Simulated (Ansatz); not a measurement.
`F/C=C/[SiH3]` and `C/C([SiH3])=C\F` differ in one atom or group.

Ansatz, PBE0-D4/def2-TZVP geometries, multiplicity 1. 

```csv
property,`F/C=C/[SiH3]`
size of the dipole moment (B3LYP/def2-TZVPP) / D,0.66
HOMO energy (ωB97M-V/def2-TZVPP) / eV,-10.09
size of the dipole moment (ωB97M-V/def2-TZVPP) / D,0.63
LUMO energy (PBE0/def2-TZVPP) / eV,-0.30
HOMO–LUMO gap (PBE0/def2-TZVPP) / eV,7.57
LUMO energy (B3LYP/def2-TZVPP) / eV,-0.54
```

Question: Give the same properties after the change, and the shifts. (An estimate is asked.)

Answer: Ansatz gave: 
```csv
property,`C/C([SiH3])=C\F`,shift
size of the dipole moment (B3LYP/def2-TZVPP) / D,0.62,-0.04
HOMO energy (ωB97M-V/def2-TZVPP) / eV,-9.67,0.42
size of the dipole moment (ωB97M-V/def2-TZVPP) / D,0.59,-0.04
LUMO energy (PBE0/def2-TZVPP) / eV,0.01,0.31
HOMO–LUMO gap (PBE0/def2-TZVPP) / eV,7.47,-0.10
LUMO energy (B3LYP/def2-TZVPP) / eV,-0.22,0.32
```

With PBE0 the HOMO rises by 0.41 eV and the LUMO rises by 0.31 eV, so the gap narrows by about 0.10 eV. PBE moves the HOMO by 0.38 eV and ωB97M-V by 0.42 eV. Dipoles are sizes alone; their direction can turn.

B3LYP here is the variant with VWN-RPA as its local correlation; programs differ in this.
